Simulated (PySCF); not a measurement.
HCl2Ga, singlet, geometry from GFN2-xTB (such geometries of metal compounds can be far from the true shape). Base run: M062X/cc-pVDZ (PySCF).

The PySCF input:
```python
from pyscf import gto, scf, dft, solvent

mol = gto.M(
    atom='''
Ga   -0.330807   -0.381777    0.118135
H    -1.321233   -1.524808    0.471828
Cl    1.577912   -0.347839    0.949555
Cl   -0.896957    1.133716   -1.192733
''',
    basis='cc-pvdz',
    charge=0,
    spin=0,
    verbose=3,
)

mf = dft.RKS(mol)
mf.xc = 'm062x'
mf.kernel()
mf.analyze()
```

Each row names what was changed in the base input (with any setting that the change needs).

```tsv
change	ΔE vs base (kJ/mol)	dipole (D)	HOMO-LUMO gap (eV)
base	0.00	1.35	9.35
model = IEF-PCM; solvent = acetonitrile	-17.51	1.81	9.67
model = IEF-PCM; solvent = methanol	-17.44	1.81	9.67
model = IEF-PCM; solvent = acetonitrile; lebedev_order = 11	-17.19	1.81	9.65
model = IEF-PCM; solvent = acetonitrile; vdw_scale = 1.4	-8.28	1.65	9.54
model = COSMO; solvent = acetonitrile	-17.51	1.81	9.67
model = IEF-PCM; solvent = acetonitrile; r_probe = 0.5	(withheld)	(withheld)	(withheld)
model = IEF-PCM; solvent = acetonitrile; lebedev_order = 41	-17.53	1.81	9.67
model = SS(V)PE; solvent = acetonitrile	-17.44	1.81	9.67
model = IEF-PCM; solvent = chloroform	-12.60	1.68	9.58
model = C-PCM; solvent = acetonitrile	(withheld)	(withheld)	9.67
model = IEF-PCM; solvent = acetonitrile; vdw_scale = 1.1	(withheld)	(withheld)	(withheld)
```

Problem. Fill in the missing entries.

Solution. 
- model = IEF-PCM; solvent = acetonitrile; r_probe = 0.5, ΔE vs base (kJ/mol): -6.53
- model = IEF-PCM; solvent = acetonitrile; r_probe = 0.5, dipole (D): 1.60
- model = IEF-PCM; solvent = acetonitrile; r_probe = 0.5, HOMO-LUMO gap (eV): 9.51
- model = C-PCM; solvent = acetonitrile, ΔE vs base (kJ/mol): -17.79
- model = C-PCM; solvent = acetonitrile, dipole (D): 1.82
- model = IEF-PCM; solvent = acetonitrile; vdw_scale = 1.1, ΔE vs base (kJ/mol): -26.9
- model = IEF-PCM; solvent = acetonitrile; vdw_scale = 1.1, dipole (D): 1.92
- model = IEF-PCM; solvent = acetonitrile; vdw_scale = 1.1, HOMO-LUMO gap (eV): 9.77

The base is the gas phase, so ΔE is the electrostatic part of solvation at a fixed geometry, without cavity and dispersion terms.
